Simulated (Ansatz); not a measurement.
In₇Sb₇. Charge 0, multiplicity 3. Geometry r2SCAN-D4/def2-SVP, that of the neutral singlet.

```tsv
atom	x (Å)	y (Å)	z (Å)
In1	2.525	0.254	-0.211
Sb2	3.228	0.356	-2.870
In3	-2.732	3.053	-1.942
Sb4	-0.910	0.601	-1.365
In5	-1.035	-2.103	-0.391
In6	2.222	-2.086	-2.367
Sb7	0.901	-4.104	-0.969
In8	-0.251	2.582	0.733
Sb9	-2.803	3.590	1.209
Sb10	1.962	1.684	2.181
In11	0.150	-0.590	2.136
Sb12	2.123	-2.401	1.021
In13	-2.858	0.819	0.764
Sb14	-2.522	-1.654	2.069
```

In the def2 sets In, Sb take a core potential; there is no spin–orbit coupling. Single mean-field runs in def2-TZVP are fitted with def2-universal-jkfit. At PBE0-D4/def2-TZVP a singlet of charge 0 lies 0.87 eV below the triplet at the same geometry.

(1) Estimate the α-spin orbital energies around the gap (eV) in Ansatz with PBE-D4/def2-TZVP, PBE0-D4/def2-TZVP.

Results:

(1) 
| orbital | PBE-D4/def2-TZVP | PBE0-D4/def2-TZVP |
| --- | --- | --- |
| HOMO−5 | -5.28 | -6.04 |
| HOMO−4 | -5.21 | -5.96 |
| HOMO−3 | -5.16 | -5.86 |
| HOMO−2 | -4.78 | -5.61 |
| HOMO−1 | -4.73 | -5.30 |
| HOMO | -3.73 | -4.27 |
| LUMO | -3.32 | -2.90 |
| LUMO+1 | -3.09 | -2.48 |
| LUMO+2 | -2.90 | -2.42 |
| LUMO+3 | -2.82 | -2.30 |
| LUMO+4 | -2.61 | -2.10 |
| LUMO+5 | -2.54 | -1.91 |
| β HOMO | -4.58 | -5.12 |
| β LUMO | -4.43 | -4.08 |
